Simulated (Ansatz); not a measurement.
Start from `[OH][Mo]([Cl])([Cl])([Cl])([Cl])[Cl]` and change one element to get `[OH][W]([Cl])([Cl])([Cl])([Cl])[Cl]`.

Ansatz, PBE0-D4/def2-TZVP geometries, multiplicity 1. Each molecule was computed in one conformer, which needn't be the lowest.

Elements past krypton have def2 core potentials.

```json
{"property": "LUMO energy (ωB97M-V/def2-TZVPP) / eV", "`[OH][Mo]([Cl])([Cl])([Cl])([Cl])[Cl]`": "-3.84"}
{"property": "HOMO energy (PBE0/def2-TZVPP) / eV", "`[OH][Mo]([Cl])([Cl])([Cl])([Cl])[Cl]`": "-8.89"}
{"property": "LUMO energy (B3LYP/def2-TZVPP) / eV", "`[OH][Mo]([Cl])([Cl])([Cl])([Cl])[Cl]`": "-5.75"}
{"property": "size of the dipole moment (PBE/def2-TZVPP) / D", "`[OH][Mo]([Cl])([Cl])([Cl])([Cl])[Cl]`": "1.62"}
{"property": "HOMO–LUMO gap (B3LYP/def2-TZVPP) / eV", "`[OH][Mo]([Cl])([Cl])([Cl])([Cl])[Cl]`": "2.86"}
{"property": "size of the dipole moment (B3LYP/def2-TZVPP) / D", "`[OH][Mo]([Cl])([Cl])([Cl])([Cl])[Cl]`": "1.61"}
```

(1) What does the change do to each property? (Best estimate.)

Answers

(1) The calculation gave: 
```tsv
property	`[OH][W]([Cl])([Cl])([Cl])([Cl])[Cl]`	shift
LUMO energy (ωB97M-V/def2-TZVPP) / eV	-3.13	0.71
HOMO energy (PBE0/def2-TZVPP) / eV	-8.91	-0.02
LUMO energy (B3LYP/def2-TZVPP) / eV	-5.10	0.65
size of the dipole moment (PBE/def2-TZVPP) / D	2.02	0.40
HOMO–LUMO gap (B3LYP/def2-TZVPP) / eV	3.53	0.67
size of the dipole moment (B3LYP/def2-TZVPP) / D	2.01	0.40
```

Dipoles are sizes alone; their direction can turn.

B3LYP here is the variant with VWN-RPA as its local correlation; programs differ in this.
